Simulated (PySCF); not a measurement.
Nb(S)(F)(NH2)2 (FH₄N₂NbS), SMILES [F][Nb](=[S])([NH2])[NH2], multiplicity 1.

Coordinates come from a r2SCAN-D4/def2-SVP optimisation. The spin state was assumed, not searched. The structure was generated by enumeration; whether it is a known compound was not checked. The def2 effective core potentials stand for the cores of Nb; spin–orbit coupling is left out. One conformer was computed; it need not be the lowest.

Method: TDA-PBE0/def2-SVPD (PySCF 2.14.0).

Vertical excitations. Gas-phase values at a fixed geometry. State labels are in the subgroup Cs.

Task: List the lowest excited states. (The exact figures need the calculation; the answer reports its results.)

Result: 
| state | symmetry | energy (eV) | λ (nm) | f | main pairs |
|---|---|---|---|---|---|
| S1 | A" | 3.99 | 311 | 0.000 | HOMO→LUMO 90 % |
| S2 | A' | 4.27 | 291 | 0.002 | HOMO−1→LUMO 52 %, HOMO→LUMO+1 47 % |
| S3 | A" | 4.39 | 283 | 0.000 | HOMO−1→LUMO+1 87 % |
| S4 | A' | 4.74 | 262 | 0.024 | HOMO−2→LUMO 66 %, HOMO−1→LUMO 12 %, HOMO→LUMO+1 11 % |
| S5 | A" | 4.90 | 253 | 0.012 | HOMO−2→LUMO+1 69 %, HOMO−4→LUMO 21 % |
| S6 | A" | 4.99 | 249 | 0.001 | HOMO−3→LUMO 97 % |
| S7 | A' | 5.00 | 248 | 0.015 | HOMO−3→LUMO+1 24 %, HOMO−2→LUMO 22 %, HOMO→LUMO+1 20 %, HOMO−1→LUMO 14 % |
| S8 | A' | 5.19 | 239 | 0.008 | HOMO→LUMO+2 73 %, HOMO−3→LUMO+1 24 % |
| S9 | A" | 5.25 | 236 | 0.012 | HOMO−1→LUMO+2 88 % |
| S10 | A' | 5.39 | 230 | 0.028 | HOMO−3→LUMO+1 40 %, HOMO→LUMO+2 17 %, HOMO−3→LUMO+2 13 %, HOMO−1→LUMO+4 11 % |
| T1 | A' | 3.40 | 364 | 0 | HOMO−1→LUMO 65 %, HOMO→LUMO+1 19 %, HOMO−2→LUMO 11 % |
| T2 | A" | 3.63 | 342 | 0 | HOMO→LUMO 82 %, HOMO−1→LUMO+1 14 % |
| T3 | A' | 3.74 | 331 | 0 | HOMO→LUMO+1 74 %, HOMO−1→LUMO 20 % |
| T4 | A" | 4.07 | 305 | 0 | HOMO−1→LUMO+1 81 %, HOMO→LUMO 15 % |
Triplets are in the Tamm–Dancoff approximation.
